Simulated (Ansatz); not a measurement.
Input:

```yaml
crystal:
  lattice:
    - [0.0, 5.43, 5.43]
    - [5.43, 0.0, 5.43]
    - [5.43, 5.43, 0.0]
  atoms:
    - { symbol: Si, position: [0.00041651, 0.00198185, -0.00402003] }
    - { symbol: Si, position: [0.12149775, 0.12291744, 0.12757738] }
    - { symbol: Si, position: [0.00037081, 0.00195444, 0.50121656] }
    - { symbol: Si, position: [0.12393194, 0.1258414, 0.62487708] }
    - { symbol: Si, position: [-0.01364722, 0.50484187, 0.00424845] }
    - { symbol: Si, position: [0.12147207, 0.62835271, 0.12754234] }
    - { symbol: Si, position: [0.00031091, 0.49694769, 0.50117944] }
    - { symbol: Si, position: [0.12144886, 0.62830634, 0.62231457] }
    - { symbol: Si, position: [0.50344056, -0.01228932, 0.0042363] }
    - { symbol: Si, position: [0.62677007, 0.12295298, 0.12764503] }
    - { symbol: Si, position: [0.49503224, 0.0020194, 0.50129085] }
    - { symbol: Si, position: [0.62672792, 0.12294161, 0.6222922] }
    - { symbol: Si, position: [0.50337989, 0.50491622, 0.00419597] }
    - { symbol: Si, position: [0.6241536, 0.62551181, 0.12502233] }
    - { symbol: Si, position: [0.50336558, 0.50487566, 0.48722158] }
    - { symbol: Si, position: [0.62668142, 0.62839187, 0.62229703] }
    - { symbol: Ga, position: [0.37416599, 0.37546182, 0.87506054] }
magnetization:
  spin_polarized: true
basis:
  ecutwfc: 420.0
kpoints:
  mp_grid: { grid: [2, 2, 2] }
hamiltonian:
  xc: lda
  pseudopotentials: { kind: paw, azcp: { folder: soft_1 } }
scf:
  occupations: { method: fermi_dirac, width: 0.02 }
  lower_state_search: "off"
neb:
  images: 7
  f_tol: 0.03
  initial_path: idpp
  max_iterations: 21
  final_atoms:
    - { symbol: Si, position: [0.00044835, -0.00092689, -0.00065482] }
    - { symbol: Si, position: [0.12083272, 0.12004209, 0.1201854] }
    - { symbol: Si, position: [-0.00257905, -0.00302344, 0.50221117] }
    - { symbol: Si, position: [0.12106311, 0.12032722, 0.63718075] }
    - { symbol: Si, position: [-0.00252614, 0.5020467, -0.00291129] }
    - { symbol: Si, position: [0.12110893, 0.63691132, 0.12051979] }
    - { symbol: Si, position: [-0.00249907, 0.50223423, 0.50241135] }
    - { symbol: Si, position: [0.12903686, 0.62335015, 0.62346614] }
    - { symbol: Si, position: [0.50300448, -0.00325799, -0.00319793] }
    - { symbol: Si, position: [0.63827902, 0.1201437, 0.12028057] }
    - { symbol: Si, position: [0.50296816, -0.00300017, 0.50222924] }
    - { symbol: Si, position: [0.6238409, 0.12877644, 0.62315446] }
    - { symbol: Si, position: [0.50298665, 0.50207772, -0.00290267] }
    - { symbol: Si, position: [0.62388179, 0.62307907, 0.12879459] }
    - { symbol: Si, position: [0.50009089, 0.49976291, 0.49979913] }
    - { symbol: Si, position: [0.62381369, 0.62339807, 0.62349235] }
    - { symbol: Ga, position: [0.25050894, 0.24899358, 1.24928898] }
  order_check: false
```

Run as:

```bash
$ ansatz run input.yaml --threads 2 --pin off --max-ram 5120MiB --backend cpu --events-out ev --progress --plain --runs-dir out
```

Hardware: 2 threads of Arm Neoverse V2, on a shared host.

Task: Roughly how long does this run take, and how much memory?

Result: 3.1 min, with a peak of 1.5 GiB, for 6 band iterations.
